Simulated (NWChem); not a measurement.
Molecule: Si$_{2}$H$_{5}$O$_{2}$F; SMILES O[SiH2]O[SiH2]F

```xyz
10

O      1.2094     1.4993     0.3600
Si    -0.3597     1.5283    -0.1653
O     -1.0194    -0.0036    -0.0348
Si    -0.3979    -1.5070     0.1859
F      1.1526    -1.4569    -0.3269
H      1.7808     0.8347    -0.0420
H     -1.0949     2.4562     0.7257
H     -0.4746     1.9261    -1.5961
H     -1.1263    -2.4850    -0.6565
H     -0.3715    -1.8844     1.6203
```
Atoms are numbered in this order, from 1.

All runs: NWChem. Medium grid unless said otherwise, to which SCAN and Minnesota functionals are sensitive. Coordinates come from a PBE0/def2-SVP optimisation.

Q: Order these by “highest occupied level (eV)”, lowest first: LC-wPBE (HJS exchange hole, range parameter 0.4 per bohr)/def2-SVP; MN15/def2-SVP; Hartree-Fock/def2-SVP; MN15-L/def2-SVP; PBE/def2-SVP.

A: Hartree-Fock/def2-SVP (-12.37), LC-wPBE (HJS exchange hole, range parameter 0.4 per bohr)/def2-SVP (-11.44), MN15/def2-SVP (-9.37), MN15-L/def2-SVP (-7.85), PBE/def2-SVP (-7.15)
